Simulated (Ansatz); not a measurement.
The cluster Mg₂Se⁺ was relaxed with r2SCAN-D4 (def2-TZVP) in Ansatz in these states: charge +1 doublet, charge +1 quartet. The geometries follow in no particular order.

A:

```xyz
3

Mg   -0.808   -1.876   -0.495
Mg    1.384    1.582    0.044
Se   -0.575    0.294    0.451
```

B:

Cartesian coordinates in Å:
```
Mg 1.0031 0.4472 2.0472
Mg -0.6513 0.3756 -2.1982
Se -0.3518 -0.8228 0.1509
```

Question: Judge from the bond lengths which geometry belongs to which state (an estimate).

Answer: A is the charge +1 doublet (Mg1–Se3 2.379 Å, Mg2–Se3 2.379 Å); B is the charge +1 quartet (Mg1–Se3 2.654 Å, Mg2–Se3 2.654 Å).

At PBE0-D4/def2-TZVP a doublet lies 1.19 eV below the charge +1 quartet. These are the stationary points nearest to one start from a short search; other shapes may lie lower in each state.
